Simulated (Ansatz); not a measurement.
F4Zr, SMILES [F][Zr+]([F])([F])[F] (connectivity only; charge and spin as stated), charge +1, multiplicity 2.

Coordinates come from a B3LYP-D3(BJ)/def2-SVP optimisation. The multiplicity is an assumed one; other spin states were not compared. The def2 effective core potentials stand for the cores of Zr; spin–orbit coupling is left out.

Two levels are set side by side: PBE/def2-SVPD (Ansatz, a program for electronic structure) and CAM-B3LYP/def2-SVPD (Ansatz). Energy differences of separate SCF runs at the same geometry; the states with an electron removed or added have multiplicity 3 and 1. Differences are taken from unrounded values.

```csv
quantity,CAM-B3LYP,PBE,PBE minus CAM-B3LYP
vertical ionisation energy (eV),21.40,20.11,-1.29
vertical electron affinity (eV),11.72,11.23,-0.50
```
